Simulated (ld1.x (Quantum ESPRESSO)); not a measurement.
# PBE TM dataset for Cu, fully relativistic all-electron reference.

The input file (ld1.x (Quantum ESPRESSO) 7.5):

```
&input
   title='Cu', zed=29., rel=2, dft='PBE', iswitch=3,
   config='[Ar] 3d9.5 4s0 4p0', rel_dist='average',
   nld=5, rlderiv=1.65, eminld=-12.0, emaxld=5.0, deld=0.04
 /
 &inputp
   pseudotype=2, tm=.true., lloc=0,
   nlcc=.false.,
   file_pseudopw='Cu.UPF', file_wfcaegen='ae.wfc', file_wfcncgen='nc.wfc', file_beta='beta', file_chi='chi'
 /
3
3P  2  1   6.00   0.00  1.15  1.15  0.0
3D  3  2   9.50   0.00  1.50  1.50  0.0
3S  1  0   2.00   0.00  0.95  0.95  0.0
 &test
   configts(1)='3s2 3p6 3d9.5 4s0 4p0'
 /
```

Command:

```bash
ld1.x < Cu.in > Cu.out
```

Resulting log (shortened: banner, matrices, multipoles, cross overlaps and the repeated all-electron block are left out):

```
Program LD1 v.7.5
     --------------------------- All-electron run ----------------------------

     Cu
     dirac relativistic calculation

     atomic number is 29.00
     dft =PBE   lsd =0 sic =0 latt =0  beta=0.20 tr2=1.0E-14
     Exchange-correlation= PBE
                           (   1   4   3   4   0   0   0)
     mesh =1199 r(mesh) = 100.25372 a.u. xmin = -7.00 dx = 0.01250
     1 Ry =  13.60569312 eV, c = 137.03599908

     n l j   nl                  e(Ry)          e(Ha)          e(eV)
     Spin orbit split results
     1 0 0.5 1S 1( 2.00)      -651.6038      -325.8019     -8865.5217
     2 0 0.5 2S 1( 2.00)       -79.2748       -39.6374     -1078.5883
     2 1 0.5 2P 1( 2.00)       -69.5943       -34.7971      -946.8781
     2 1 1.5 2P 1( 4.00)       -68.0878       -34.0439      -926.3811
     3 0 0.5 3S 1( 2.00)        -9.6487        -4.8244      -131.2778
     3 1 0.5 3P 1( 2.00)        -6.6473        -3.3237       -90.4416
     3 1 1.5 3P 1( 4.00)        -6.4574        -3.2287       -87.8577
     3 2 1.5 3D 1( 3.80)        -1.5692        -0.7846       -21.3504
     3 2 2.5 3D 1( 5.70)        -1.5482        -0.7741       -21.0641
     4 0 0.5 4S 1( 0.00)        -1.2404        -0.6202       -16.8768
     4 1 0.5 4P 1( 0.00)        -0.7914        -0.3957       -10.7673
     4 1 1.5 4P 1( 0.00)        -0.7819        -0.3910       -10.6389
     Averaged results
     1 0     1S 1( 2.00)      -651.6038      -325.8019     -8865.5217
     2 0     2S 1( 2.00)       -79.2748       -39.6374     -1078.5883
     2 1     2P 1( 6.00)       -68.5899       -34.2950      -933.2134
     3 0     3S 1( 2.00)        -9.6487        -4.8244      -131.2778
     3 1     3P 1( 6.00)        -6.5207        -3.2604       -88.7190
     3 2     3D 1( 9.50)        -1.5566        -0.7783       -21.1786
     4 0     4S 1( 0.00)        -1.2404        -0.6202       -16.8768
     4 1     4P 1( 0.00)        -0.7851        -0.3925       -10.6817

     final scf error:  6.9E-15 reached in  26 iterations

     Etot =   -3308.570907 Ry,   -1654.285454 Ha,  -45015.400442 eV

     Ekin =    3365.972303 Ry,    1682.986152 Ha,   45796.386219 eV
     Encl =   -7942.420787 Ry,   -3971.210393 Ha, -108062.139876 eV
     Eh   =    1402.287591 Ry,     701.143796 Ha,   19079.094636 eV
     Exc  =    -134.410015 Ry,     -67.205008 Ha,   -1828.741419 eV

     normalization and overlap integrals

     s(1S/1S) =  1.000000  <r> =   0.0521  <r2> =    0.0037  r(max) =   0.0341
     s(2S/2S) =  1.000000  <r> =   0.2350  <r2> =    0.0652  r(max) =   0.1960
     s(2P/2P) =  1.000000  <r> =   0.2041  <r2> =    0.0512  r(max) =   0.1565
     s(2P/2P) =  1.000000  <r> =   0.2074  <r2> =    0.0528  r(max) =   0.1585
     s(3S/3S) =  1.000000  <r> =   0.7115  <r2> =    0.5855  r(max) =   0.6112
     s(3P/3P) =  1.000000  <r> =   0.7410  <r2> =    0.6495  r(max) =   0.6112
     s(3P/3P) =  1.000000  <r> =   0.7517  <r2> =    0.6683  r(max) =   0.6189
     s(3D/3D) =  1.000000  <r> =   0.9595  <r2> =    1.2341  r(max) =   0.5961
     s(3D/3D) =  1.000000  <r> =   0.9671  <r2> =    1.2548  r(max) =   0.6036
     s(4S/4S) =  1.000000  <r> =   2.4216  <r2> =    6.7080  r(max) =   2.0293
     s(4P/4P) =  1.000000  <r> =   3.0178  <r2> =   10.4770  r(max) =   2.5098
     s(4P/4P) =  1.000000  <r> =   3.0496  <r2> =   10.6926  r(max) =   2.5414

     ------------------------ End of All-electron run ------------------------

     --------------------- Generating NC pseudopotential ---------------------

      Generating local pot.: lloc=0, matching radius rcloc =   0.9500

     Fully relativistic calculation: |psi|^2

     Wfc 3P LC norm =  0.99959221 SC norm =  0.00040762 missing  0.00000017

     Wfc 3P LC norm =  0.99960139 SC norm =  0.00039799 missing  0.00000062

     Wfc 3D LC norm =  0.99973807 SC norm =  0.00026190 missing  0.00000003

     Wfc 3D LC norm =  0.99974090 SC norm =  0.00025420 missing  0.00000490

      Wfc   3P  rcut= 1.142  Using Troullier-Martins method

      Wfc   3P  rcut= 1.142  Using Troullier-Martins method

      Wfc   3D  rcut= 1.503  Using Troullier-Martins method

      Wfc   3D  rcut= 1.503  Using Troullier-Martins method

     ------------------- End of pseudopotential generation -------------------

     Computing logarithmic derivative in   1.65115
     Computing logarithmic derivative in   1.65115
     Computing the partial wave expansion
       no projector for channel:   0
     R is outside the sphere for l=    1 j= 0.50
     R is outside the sphere for l=    1 j= 1.50
     R is outside the sphere for l=    2 j= 1.50
     R is outside the sphere for l=    2 j= 2.50

     ---------------------- Testing the pseudopotential ----------------------

     Cu
     dirac relativistic calculation

     atomic number is 29.00   valence charge is 19.00
     dft =PBE   lsd =0 sic =0 latt =0  beta=0.20 tr2=1.0E-14
     mesh =1199 r(mesh) = 100.25372 xmin = -7.00 dx = 0.01250

     n l  j  nl             e AE (Ry)       e PS (Ry)    De AE-PS (Ry)
     1 0 0.5 3S   1( 2.00)       -9.64874       -9.64878        0.00004
     2 1 0.5 3P   1( 2.00)       -6.64733       -6.64733        0.00000
     2 1 1.5 3P   1( 4.00)       -6.45742       -6.45744        0.00002
     3 2 1.5 3D   1( 3.80)       -1.56923       -1.56922       -0.00000
     3 2 2.5 3D   1( 5.70)       -1.54819       -1.54819        0.00001
     2 0 0.5 4S   1( 0.00)       -1.24042       -1.27467        0.03425  !
     3 1 0.5 4P   1( 0.00)       -0.79138       -0.79799        0.00660  !
     3 1 1.5 4P   1( 0.00)       -0.78194       -0.78835        0.00640  !

     eps = 6.2E-15  iter = 18

     Etot =   -3308.570907 Ry,   -1654.285454 Ha,  -45015.400442 eV
     Etotps =  -381.777058 Ry,    -190.888529 Ha,   -5194.341498 eV

     Ekin =     201.625783 Ry,     100.812892 Ha,    2743.258531 eV
     Encl =    -804.822119 Ry,    -402.411060 Ha,  -10950.162776 eV
     Ehrt =     319.506144 Ry,     159.753072 Ha,    4347.102543 eV
     Ecxc =     -36.066265 Ry,     -18.033133 Ha,    -490.706534 eV
     Epseu=     -62.020601 Ry,     -31.010300 Ha,    -843.833262 eV

     ---------------------- End of pseudopotential test ----------------------
```

Generation and configuration tests took about 4.2 s on one core of a shared server CPU.
